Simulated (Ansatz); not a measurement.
A nudged elastic band was laid between two geometries of CH4 + H6OSi2 (14 atoms, charge 0, multiplicity 1).

The calculation used RKS B3LYP-D4/def2-SVP (Ansatz).

```yaml
movable_images: 5
climbing_image: yes
spring: 5.0 eV/Å²
optimiser: quadratic models (default)
start_path: through a guess of the saddle point
force_threshold: 0.05 eV/Å
iteration_limit: 60
end_points: relaxed
```

Image 0:

```xyz
14
Properties=species:S:1:pos:R:3
Si -0.366 1.544 1.207
H 1.104 1.758 1.062
O -0.744 -0.054 0.974
Si -0.334 -1.653 1.131
H -1.092 2.361 0.197
H -0.781 1.971 2.575
H 1.256 -0.551 -1.571
C 0.570 0.097 -2.137
H 1.148 -1.820 1.065
H -0.821 -2.175 2.441
H -0.970 -2.423 0.028
H 0.751 1.147 -1.861
H -0.469 -0.168 -1.898
H 0.747 -0.033 -3.213
```

Image 6:

```xyz
14
Properties=species:S:1:pos:R:3
Si -0.640 1.144 0.035
H 2.494 -0.366 0.281
O -0.834 -0.432 0.526
Si -0.406 -1.722 1.470
H -1.904 1.884 0.323
H 0.469 1.773 0.816
H 2.480 -0.732 -0.385
C -0.264 1.194 -1.798
H 0.714 -1.354 2.387
H -1.577 -2.154 2.284
H 0.028 -2.855 0.604
H -0.151 2.236 -2.143
H -1.079 0.729 -2.376
H 0.669 0.655 -2.025
```

**Question.** What changes between the two ends?

**Answer.** Bonds broken: Si1–H2, H7–C8. Bonds formed: Si1–C8, H2–H7. CH4 + H6OSi2 becomes CH8OSi2 + H2.

**Question.** What energy profile does the band end with?

**Answer.** It converged. The highest image is number 3 of 0 to 6, 3.26 eV above the first end and 2.94 eV above the last; the last end lies 0.32 eV above the first. Neighbouring images differ by up to 3.1 eV, so the band resolves the path poorly. A vibrational analysis at the climbing image gives one clearly imaginary mode, 1560i cm⁻¹: a first-order saddle point. The orbitals stay closed-shell, which can raise the energy where a bond breaks towards radicals; this wasn't checked here.

```tsv
image	path coordinate (Å)	energy (eV)	Si1–H2 (Å)	H7–C8 (Å)	Si1–C8 (Å)
0	0.00	0.00	1.49	1.10	3.76
1	2.52	0.05	1.49	1.10	3.68
2	5.05	0.14	1.49	1.10	3.60
3	7.57	3.26	1.78	1.41	2.21
4	8.64	1.06	2.44	2.10	1.93
5	9.72	0.40	3.13	2.77	1.88
6	10.79	0.32	3.49	3.64	1.87
```

**Question.** What is the geometry of the highest image?

**Answer.** 
```xyz
14
Properties=species:S:1:pos:R:3:forces:R:3
Si -0.192 0.821 0.207 0.01 0.01 0.01
H 1.119 -0.342 -0.102 -0.01 0.01 0.00
O -0.904 -0.395 1.104 0.00 -0.01 0.00
Si -0.445 -1.857 1.771 -0.01 -0.01 0.01
H -1.449 1.561 -0.122 0.00 0.00 0.00
H 0.768 1.727 0.884 0.00 0.00 0.00
H 0.840 0.272 -0.967 0.00 -0.01 -0.02
C 0.316 1.170 -1.916 0.01 0.02 0.01
H 0.734 -1.697 2.671 0.00 0.00 0.00
H -1.601 -2.362 2.561 0.00 0.00 0.00
H -0.113 -2.842 0.702 0.00 0.00 0.00
H 0.292 2.268 -1.854 0.00 0.00 -0.01
H -0.576 0.797 -2.439 0.00 0.00 0.00
H 1.211 0.878 -2.499 0.00 0.00 0.00
```

Time of the run: 8.6 min on 2 threads of Arm Neoverse V1, with other jobs on the host, peak memory 0.26 GiB.
